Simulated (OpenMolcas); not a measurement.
**4f ions of charge +0 along the row**

* Program: OpenMolcas
* Method: MS-CASPT2, IPEA 0.25 Eh, imaginary shift 0.1 Eh
* Basis: ANO-RCC-VTZP
* Scalar Hamiltonian: DKH2, point nucleus
* Spin-orbit coupling: RASSI with atomic mean-field integrals over the reference wave functions, term energies averaged over their components

Active space: the 4f shell under a closed s shell; CASPT2 also correlates the outermost closed s and p core shells.

ζ = ±2S·A comes from the whole width of the ground multiplet by E(J) = (A/2) J(J+1), where its levels are at least 85 % pure. Energies in cm-1.

```json
{"Ion": "Pr", "Configuration": "4f³ 6s²", "Lowest level": "⁴I°_9/2", "Weight (%)": "96", "g": "0.734", "g, pure LS": "0.727", "Next level": "⁴I°_11/2", "E": "1535", "E measured": "1377", "ζ": "745", "ζ measured": "674"}
{"Ion": "Nd", "Configuration": "4f⁴ 6s²", "Lowest level": "⁵I₄", "Weight (%)": "97", "g": "0.604", "g, pure LS": "0.599", "Next level": "⁵I₅", "E": "1231", "E measured": "1128", "ζ": "845", "ζ measured": "777"}
{"Ion": "Pm", "Configuration": "4f⁵ 6s²", "Lowest level": "⁶H°_5/2", "Weight (%)": "96", "g": "0.297", "g, pure LS": "0.284", "Next level": "⁶H°_7/2", "E": "890", "E measured": "804", "ζ": "1003", "ζ measured": "925"}
{"Ion": "Tb", "Configuration": "4f⁹ 6s²", "Lowest level": "⁶H°_15/2", "Weight (%)": "95", "g": "1.327", "g, pure LS": "1.334", "Next level": "⁶H°_13/2", "E": "2930", "E measured": "2772", "ζ": "1605", "ζ measured": ""}
```

Measured columns use the levels in NIST Handbook of Basic Atomic Spectroscopic Data (Pr, Nd, Pm, Tb).

The computed ζ goes from 745 (Pr) to 1605 cm-1 (Tb), a factor of 2.15, rising at every step. It departs from the measured column by +8 to +11 %.

Term energies are means over components that CASPT2 splits; among the low terms the widest spread is 2500 cm-1 (4f³ 6s² ²L°, Pr). Over all roots computed the reference weight is 0.80 to 0.85 in Pr; the roots of lowest weight are the least certain, and an intruder state may touch them. High states are left out of the spin-orbit mixing, which shifts the levels that they would mix with. With the s shell closed, the reference lacks s² → p² mixing. The CASPT2 spread within a term exceeds the gap to the next term for 4f³ 6s² ⁴S° and 4f³ 6s² ⁴F°, 4f³ 6s² ²P° and 4f³ 6s² ⁴G°, 4f³ 6s² ⁴G° and 4f³ 6s² ²D°(1) and others, so the order of their levels is uncertain, and so are names and mixing where such terms share a J (figures for Pr; the like holds for Nd, Pm). Blocks of more than 70 roots (2S+1 = 2 odd) ran without multistate coupling (holds for Pr). Blocks of more than 70 roots (2S+1 = 3 even, 1 even) ran without multistate coupling (holds for Nd). Some terms miss by over 15 % even with CASPT2, which points to a basis or an active space too small for the shells correlated (holds for Nd). Blocks of more than 70 roots (2S+1 = 4 odd, 2 odd) ran without multistate coupling (holds for Pm; Tb). Measured partners are found by configuration, term and J. A level has none where our copy of the source lacks it or the pairing is in doubt (some pairs that miss far off the trend of their configuration count as doubtful), and it then counts in no deviation. Levels of configurations outside the active space are missing.

A number in round brackets counts repeated terms of one configuration in the order of the reference energies. ° marks odd parity.
